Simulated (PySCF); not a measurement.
Compounds:
1. SMILES c1c(C)pccc1C#N, C7H6NP
2. `FC(F)Cl`, CHClF2
3. `InChI=1S/C7H10OSi2/c1-4-5(2)10-6(3-8)7(4)9/h3H,1-2,10H2,9H3`
4. SMILES C1[Si@H](C)C[C@H]1F, C4H9FSi
5. 2-pyrazoline (C1=NNCC1, C3H6N2)
6. `InChI=1S/C7H10OSi2/c1-4-5(2)10-7(9)6(4)3-8/h3H,1-2,10H2,9H3`

Calculated, not measured (PySCF 2.14): PBE0/pcSseg-1 with gauge-including orbitals, GFN2-xTB geometry. No solvent model, fast rotation and ring inversion assumed for equivalent nuclei, single conformer, relativity neglected.

References, each an isolated molecule treated in the same way: 1H and 13C vs TMS. Shifts are as computed. Against solution values, carbons near 30 ppm lie about +3 ppm off and those near 130 ppm about +5 ppm; carbons on Cl a further +6 ppm. Of 1211 compounds with measured shifts, 218 miss one by over three times the rms of a fit or turn the order of signals round; such compounds aren't used in these exercises. Carbons bonded to Cl come out too deshielded. OH and NH positions are gas-phase values without hydrogen bonding to other molecules.

Q: Which show a 1H signal below 0.7 ppm from a carbon-bound hydrogen?

A: 4 (0.34: hydrogen on a methyl carbon bonded to Si).

Q: Which show a 13C signal below 10 ppm?

A: 4 (-2.8: methyl carbon bonded to Si).

Q: Which show a 13C signal between 60 and 100 ppm?

A: 4 (90.3: sp3 CH bonded to F).

Q: Which give exactly 1 13C signal?

A: 2 (δ 129.7).
